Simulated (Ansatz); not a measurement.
A search over several starts for the lowest SCF solution of trans-PtH2(AsH3)2 (As2PtH8) at the given spin, in a small basis.

```yaml
crystal:
  periodic: [false, false, false]
  atoms:
    - {symbol: Pt, position_ang: [0.050958, -0.000003, -0.005845]}
    - {symbol: H, position_ang: [1.703305, -0.011635, 0.020894]}
    - {symbol: As, position_ang: [0.007918, 2.345518, 0.020543]}
    - {symbol: H, position_ang: [-1.074972, 3.063327, 0.790674]}
    - {symbol: H, position_ang: [-0.196893, 3.020274, -1.315345]}
    - {symbol: H, position_ang: [1.186045, 3.165208, 0.494999]}
    - {symbol: H, position_ang: [-1.606886, 0.012429, -0.034182]}
    - {symbol: As, position_ang: [0.004530, -2.345680, -0.021771]}
    - {symbol: H, position_ang: [-1.104653, -3.079395, -0.738146]}
    - {symbol: H, position_ang: [-0.136892, -3.009795, 1.327606]}
    - {symbol: H, position_ang: [1.167540, -3.160248, -0.539437]}
basis:
  gaussian: {orbitals: def2-SVP, initial_orbitals: start.molden}
hamiltonian: {xc: pbe0, dispersion: d4}
output: {orbitals: {seedname: orbitals}}
```

The file start.molden holds the orbitals of an earlier run on this structure, at another level or in another basis.

```sh
$ ansatz run in.yaml --threads 4 --pin off --events-out ev --progress --plain --max-ram 3916MiB
```

It prints (some lines left out):

```
Functional definition: PBE0
  name "PBE0"
  cite "Adamo & Barone, J. Chem. Phys. 110, 6158 (1999) doi:10.1063/1.478522"
  cite "Perdew, Burke & Ernzerhof, Phys. Rev. Lett. 77, 3865 (1996) doi:10.1103/PhysRevLett.77.3865"
  parent pbe
  parameter a = 0.25
  parameter kappa = 0.804
  parameter beta = 0.06672455060314922
  exchange = (1 - a)*pbe_x(kappa = kappa, mu = beta*pi^2/3) + a*exact_x
  correlation = pbe_c(beta = beta)
1370 factors; integrals over basis functions are off by at most 1.3e-3 eV
mean field evaluation 1: about -125030.2569 eV, gradient 5.6e0 eV
mean field evaluation 2: about -125030.3211 eV, gradient 7.4e-2 eV
mean field evaluation 4: about -125030.4853 eV, gradient 8.0e-4 eV
mean field evaluation 8: about -125027.6375 eV, gradient 3.3e1 eV
mean field evaluation 16: about -125030.4853 eV, gradient 1.1e-1 eV
mean field -125030.48530082 eV, -4594.7855860983 hartree, gradient 2.0e-5 eV, S^2 0.000000; 1 other end points of the search recorded, 0 dependent functions left out
reference -125030.48533444 eV, -4594.7855873340 hartree; 46, 46 occupied and 90, 90 virtual orbitals, 1370 factors
Total energy: -125030.73713032 eV, -4594.7948406616 hartree
```

It took 3.3 s on 4 threads of Arm Neoverse V1 on a shared host.

In the def2 sets Pt takes a core potential; there is no spin–orbit coupling.
